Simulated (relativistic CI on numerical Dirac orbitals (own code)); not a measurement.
Radial parameters of As⁹⁺

Computed by Dirac-Coulomb-Breit CI, orbitals from a KLI potential per configuration, model QED (radiative potential, 1s self-energy scaled to tabulated hydrogen-like ionisation energies), unscaled Slater integrals (own radial code, finite nucleus).

Slater integrals F^k, G^k are unscaled and averaged over j, outside the closed core [Ne]; ζ comes from projecting the Hamiltonian with its Breit term on Σ l·s of the shell.

- 3s2 3p6 3d6: F^2(3d,3d) = 172280, F^4(3d,3d) = 109440, ζ(3d) = 2730.2 cm⁻¹; <r>(3d) = 0.5704, <r^2>(3d) = 0.3893 (bohr units).
- 3s2 3p5 3d7: ζ(3p) = 29854, F^2(3d,3d) = 171820, F^4(3d,3d) = 109140, F^2(3p,3d) = 167100, G^1(3p,3d) = 198390, G^3(3p,3d) = 125190, ζ(3d) = 2668.3 cm⁻¹; <r>(3p) = 0.5794, <r^2>(3p) = 0.3897, <r>(3d) = 0.5717, <r^2>(3d) = 0.3912 (bohr units).
- 3s2 3p4 3d8: F^2(3p,3p) = 172180, ζ(3p) = 29912, F^2(3d,3d) = 171350, F^4(3d,3d) = 108810, F^2(3p,3d) = 166840, G^1(3p,3d) = 198220, G^3(3p,3d) = 125030, ζ(3d) = 2607.9 cm⁻¹; <r>(3p) = 0.58, <r^2>(3p) = 0.3905, <r>(3d) = 0.5731, <r^2>(3d) = 0.3932 (bohr units).

Question: Give the Racah parameters of the d shell in 3s2 3p6 3d6.

Answer: B = F²/49 − 5F⁴/441 = 2275 cm⁻¹ and C = 35F⁴/441 = 8686 cm⁻¹.

Averages of the first 10 configurations, taken without configuration mixing, which lowers the lowest level and can move excited configurations by several eV; other configurations of the list can lie among them:

```csv
Configuration,Parity,States,Average energy above the lowest level (eV)
3s2 3p6 3d6,even,210,9.4
3s2 3p5 3d7,odd,720,111.0
3s2 3p4 3d8,even,675,214.9
3s 3p6 3d7,even,240,176.3
3s2 3p6 3d5 4s,even,504,103.4
3s2 3p6 3d5 4p,odd,1512,121.7
3p6 3d8,even,45,346.4
3s2 3p6 3d4 4s2,even,210,209.1
3s2 3p6 3d5 4d,even,2520,149.8
3s2 3p6 3d4 4s 4p,odd,2520,225.7
```
